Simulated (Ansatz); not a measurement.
CH₂OS₂Si (`O=C1[SiH2]SS1`), relaxed with RKS PBE-D4/def2-SVP in Ansatz from a rough embedded geometry. The force threshold is 0.03 eV/Å; the program also tests the step.

Total charge 0; spin multiplicity 1.

Start:

```xyz
7

O     0.083    1.379   -1.696
C     0.110    0.883   -0.611
Si   -0.324   -0.760   -0.021
S     1.159   -0.257    1.537
S     0.492    1.647    0.897
H    -1.653   -0.948    0.648
H     0.133   -1.945   -0.753
```

**Question.** How much energy does the relaxation release, and in how many steps? (An estimate is asked.)

**Answer.** The calculation gave: 63.00 kJ/mol, in 7 steps.

**Question.** Which bonds change most? (An estimate is asked.)

**Answer.** Computed: C2–Si3 from 1.799 to 1.945 Å; C2–S5 from 1.734 to 1.847 Å; S4–S5 from 2.116 to 2.165 Å; Si3–H7 from 1.465 to 1.502 Å.

**Question.** Give the relaxed structure. (Estimate.)

**Answer.** The calculation gave: 
```xyz
7

O    -0.267    1.527   -1.652
C     0.041    0.941   -0.649
Si   -0.291   -0.827    0.090
S     0.915   -0.226    1.807
S     1.066    1.640    0.720
H    -1.738   -1.089    0.394
H     0.274   -1.966   -0.711
```
